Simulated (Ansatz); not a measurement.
CH5BSe2, SMILES `CB([SeH])[SeH]` at its PBE0-D4/def2-TZVP geometry, where that method's forces vanish. Total charge 0; spin multiplicity 1.

```xyz
9

C    -0.2297    0.6304   -0.6647
B     0.1749   -0.4150    0.4246
Se    1.0359    0.0836    2.0907
Se   -0.2036   -2.3105    0.2475
H    -0.2279    0.2111   -1.6733
H    -1.2545    0.9635   -0.4601
H     0.4030    1.5206   -0.6561
H     1.1129    1.5159    1.7763
H    -0.8110   -2.1996   -1.0849
```

**Question.** What forces (eV/Å) does ωB97M-V/def2-TZVPP give on these atoms in the Gaussian-basis code of Ansatz? (Best estimate.)

**Answer.** Computed: 
```
C1  -0.019  0.075 -0.083
B2  -0.001 -0.015  0.020
Se3  0.008  0.119 -0.024
Se4 -0.050  0.006 -0.111
H5  -0.003  0.024  0.077
H6   0.073 -0.031 -0.006
H7  -0.046 -0.066  0.007
H8  -0.008 -0.109  0.020
H9   0.046 -0.004  0.101
```
